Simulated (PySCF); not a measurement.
**Telling isomers of C₈H₁₆N₂ apart by NMR**

Computational details: geometry from GFN2-xTB, NMR shieldings at PBE0/pcSseg-1/GIAO, in PySCF 2.14 (isolated molecule, equivalent nuclei averaged, relativity neglected, a single conformation).

References, each an isolated molecule treated in the same way: 1H, 13C vs TMS. Where no couplings were computed, multiplicities follow the n + 1 count of equivalent neighbours, and m marks all less simple cases (inequivalent or close neighbours, rings, F or P nearby). Shifts are as computed. Against solution values, carbons near 30 ppm lie about +3 ppm off and those near 130 ppm about +5 ppm. Of 1211 compounds with measured shifts, 218 miss one by over three times the rms of a fit or turn the order of signals round; such compounds aren't used in these exercises. OH and NH positions are gas-phase values without hydrogen bonding to other molecules.

(1) Tabulate the signals of `CCC/C(=N/NC)C1CC1`, `CC(C)=N/N=C(/C)C(C)C` and their relative energies.

(2) What is the quickest way to tell CCC/C(=N/NC)C1CC1 from CC(C)=N/N=C(/C)C(C)C?

## Answers

(1) 
```tsv
SMILES	carbon types	δC	δH	E rel. (kcal/mol)
CCC/C(=N/NC)C1CC1	1×C 1×CH 4×CH2 2×CH3	142.6, 44.4, 40.9, 26.0, 16.9, 9.6, 5.9	4.85 (br s, 1H), 3.24 (s, 3H), 2.03 (t, 2H), 1.55 (m, 2H), 1.02 (t, 3H), 0.96 (m, 1H), 0.69 (m, 2H), 0.32 (m, 2H)	16.7
CC(C)=N/N=C(/C)C(C)C	2×C 1×CH 5×CH3	145.5, 135.7, 30.7, 27.7, 20.8, 20.0, 17.1	2.31 (sept, 1H), 2.01 (s, 3H), 1.94 (s, 3H), 1.61 (s, 3H), 1.02 (d, 6H)	0.0
```

Energies are electronic energies at PBE0/pcSseg-1 on these geometries, without zero-point or thermal terms, each for the one conformer computed, which needn't be the lowest.

(2) Both give the same number of carbon signals, but DEPT or the intensities differ. The first has an sp3 CH2 at 44.4 ppm, the second an sp3 CH at 30.7 ppm. Their most deshielded carbons lie at 142.6 and 145.5 ppm. In the proton spectra the most deshielded non-exchanging signals are 3.24 (s, 3H) and 2.31 (sept, 1H).
